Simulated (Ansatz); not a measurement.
Born–Oppenheimer molecular dynamics of CH5ClO2Si (10 atoms, charge 0, multiplicity 1). It starts from a relaxed structure.

Level of theory: Ansatz 0.2.0, RKS BLYP-D4/STO-3G.

```json
{
 "ensemble": "NVT, Langevin thermostat",
 "time step": "1 fs",
 "steps asked": "500",
 "set temperature": "300 K",
 "friction": "0.005 /fs",
 "seed": "506713"
}
```

First frame:

```xyz
10
Properties=species:S:1:pos:R:3
Si -0.259 -0.013 0.136
C 0.009 0.056 2.004
H -0.958 0.039 2.540
H 0.615 -0.799 2.355
H 0.541 0.984 2.281
Cl 1.706 -0.105 -0.777
O -1.107 1.399 -0.308
H -1.346 1.253 -1.308
O -1.170 -1.335 -0.475
H -0.600 -2.174 -0.254
```

(1) How far do the bonds stretch over the last three quarters of this one trajectory? (Pairs bonded in most of those frames.)

Results:

(1) 
```json
{"bond": "Si1–C2", "mean (Å)": "1.895", "spread (Å)": "0.041", "shortest": "1.80", "longest": "1.97"}
{"bond": "Si1–Cl6", "mean (Å)": "2.176", "spread (Å)": "0.028", "shortest": "2.12", "longest": "2.23"}
{"bond": "Si1–O7", "mean (Å)": "1.717", "spread (Å)": "0.025", "shortest": "1.66", "longest": "1.78"}
{"bond": "Si1–O9", "mean (Å)": "1.721", "spread (Å)": "0.031", "shortest": "1.65", "longest": "1.79"}
{"bond": "C2–H3", "mean (Å)": "1.109", "spread (Å)": "0.025", "shortest": "1.06", "longest": "1.16"}
{"bond": "C2–H4", "mean (Å)": "1.107", "spread (Å)": "0.016", "shortest": "1.07", "longest": "1.14"}
{"bond": "C2–H5", "mean (Å)": "1.108", "spread (Å)": "0.022", "shortest": "1.06", "longest": "1.17"}
{"bond": "O7–H8", "mean (Å)": "1.040", "spread (Å)": "0.013", "shortest": "1.01", "longest": "1.07"}
{"bond": "O9–H10", "mean (Å)": "1.041", "spread (Å)": "0.024", "shortest": "1.00", "longest": "1.09"}
```

Mean temperature of the second half: 255 K. The mean temperature of the second half is 15 % below the set value. A run of 0.5 ps of so small a system gives no equilibrium averages. Limits of this set-up: minimal basis.

The run took 6.8 min on 1 thread of AMD EPYC 9R45 96-Core Processor (Zen 5) (shared host), peak memory 0.11 GiB.
